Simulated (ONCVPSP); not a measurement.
**Reading a pseudo-wave (Cl (Z = 17))**

Columns: radius, all-electron u(r) and pseudo u(r) of the 3s shell (level -26.19 eV) of chlorine in the configuration [Ne] 3s2 3p4.5; PBE, scalar-relativistic, ONCV scheme, ONCVPSP 4.0.1.

```
r (bohr)  all-electron  pseudo
   0.065        0.2129  0.0086
   0.130       -0.0416  0.0204
   0.195       -0.2905  0.0383
   0.260       -0.4216  0.0646
   0.325       -0.4353  0.1009
   0.390       -0.3630  0.1478
   0.455       -0.2372  0.2050
   0.520       -0.0845  0.2714
   0.585        0.0761  0.3450
   0.650        0.2319  0.4230
   0.715        0.3749  0.5026
   0.780        0.5010  0.5807
   0.845        0.6085  0.6544
   0.910        0.6972  0.7209
   0.975        0.7678  0.7782
   1.040        0.8210  0.8247
   1.105        0.8587  0.8596
   1.170        0.8825  0.8825
   1.235        0.8941  0.8941
   1.300        0.8954  0.8953
   1.365        0.8879  0.8879
   1.430        0.8733  0.8733
   1.495        0.8529  0.8529
   1.560        0.8280  0.8280
   1.625        0.7997  0.7996
   1.690        0.7688  0.7688
```

Q: How many radial nodes do the two functions have?

A: The all-electron 3s function has n − l − 1 = 2; the pseudo-wave has 0, since the states of the same l below it are removed with the core.

Q: At about which radius was the pseudo-wave matched?

A: 1.25 bohr. The columns agree to 0.0005 from 1.17 bohr on; several derivatives are matched, so the curves merge somewhat inside the radius.

Q: Is the pseudo-wave norm-conserving?

A: Yes: the ONCV scheme keeps the norm inside the radius equal to the all-electron one, which fixes the energy derivative of the logarithmic derivative at the level.
